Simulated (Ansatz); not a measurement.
Molecule: SiH3 (charge -1, singlet). 
Geometry from a B3LYP-D3(BJ)/def2-TZVP (Ansatz, a quantum-chemistry and plane-wave program) optimisation:
```
Si
H 1 1.5441
H 1 1.5441 2 94.12
H 1 1.5441 2 94.12 3 -94.44
```
Charge -1, spin multiplicity 1.

Basis-set convergence of Hartree-Fock and CCSD(T) correlation energies (hartree) with Ansatz. Correlated levels leave the core frozen unless marked. Spin-orbit coupling is left out. Non-relativistic. This anion needs diffuse functions, which these sets lack.

```tsv
basis	functions	E(HF)	E(corr, CCSD(T))
def2-SVP	33	-290.53309	-0.14863
def2-TZVPP	84	-290.63912	-0.18652
def2-QZVPP	160	___	___
```

Question: What belongs in the gaps?

Answer: 
- def2-QZVPP, E(HF): -290.65046
- def2-QZVPP, E(corr, CCSD(T)): -0.19568
